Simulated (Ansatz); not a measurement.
Na2F2⁺. Charge 1, multiplicity 2. Geometry PBE0-D4/def2-TZVP, that of the neutral singlet; atoms count from 1.

Cartesian coordinates in Å:
```
Na -0.288 0.694 1.201
Na 0.288 -0.694 -1.201
F -1.122 0.734 -0.693
F 1.122 -0.735 0.693
```

The structure comes from a short search, and lower isomers may exist.

Estimate the Mulliken populations from the PBE0/def2-TZVP orbitals of Ansatz.


```
atom  charge (e)  spin (α − β)
 Na1        0.87         -0.02
 Na2        0.87         -0.02
  F3       -0.37          0.52
  F4       -0.37          0.52
```
Mulliken values and Mayer orders depend strongly on the basis.

Where does the spin sit?

Summed by element: Na -0.04, F 1.04, of 1 unpaired in all. Largest on single atoms: F3 0.52, F4 0.52, Na2 -0.02.
